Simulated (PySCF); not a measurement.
Two-component Hartree-Fock for Zr(3+) (zirconium, charge +3)

Start: [Kr] 4d1; 4d5/2 filled at m_j = +5/2. Calculated with PySCF 2.14 in x2c-TZVPall-2c (8s9p7d1f, 77 functions): generalised Hartree-Fock with the X2C-1e Hamiltonian and a Gaussian nucleus; one run each with spin-orbit coupling (SO) switched off, then screened by Boettger's factors. This is a chosen level, not necessarily the ground level.

| spinor shell | electrons | ε, spin-free (eV) | ε, screened SO (eV) | weight of nominal j (screened SO) | rms radius, screened SO (bohr) |
| --- | --- | --- | --- | --- | --- |
| 1s1/2 | 2 | -18125.8 | -18125.0 | 1.000 | 0.0426 |
| 2s1/2 | 2 | -2607.5 | -2607.3 | 1.000 | 0.176 |
| 2p1/2 | 2 | -2322.1 | -2381.3 | 1.000 | 0.154 |
| 2p3/2 | 4 | -2322.1 | -2294.2 | 1.000 | 0.158 |
| 3s1/2 | 2 | -481.75 | -481.72 | 1.000 | 0.488 |
| 3p1/2 | 2 | -386.09 | -395.94 | 1.000 | 0.489 |
| 3p3/2 | 4 | -386.09 | -381.47 | 1.000 | 0.499 |
| 3d3/2 | 4 | -228.87 | -230.33 | 0.998 | 0.493 |
| 3d5/2 | 6 | -228.87 | -227.88 | 0.999 | 0.496 |
| 4s1/2 | 2 | -95.048 | -95.058 | 1.000 | 1.29 |
| 4p3/2 | 4 | -67.212 | -66.737 | 0.963 | 1.45 |
| 4p1/2 | 2 | -67.212 | -68.287 | 0.927 | 1.42 |
| 4d5/2 | 1 | -33.810 | -33.740 | 1.000 | 1.99 |

```tsv
quantity	spin-free	screened SO
E (hartree)	-3594.54148	-3594.88599
M_J	5/2	5/2
⟨J²⟩	8.754	8.754
⟨L²⟩	6.004	6.011
⟨S²⟩	0.751	0.758
```

Each row is a mean over spinors that exchange with the open shell spreads, by up to 3.709 eV (4p3/2).

Breit and QED terms are absent; they matter most for the inner s and p1/2 levels.

Densities and radii are taken from the X2C orbitals without a picture-change correction, which distorts them close to the nucleus.

Without spin-orbit coupling the j labels of p, d and f shells carry no meaning; the spin-free column gives the mean over the occupied spinors of each nl shell.
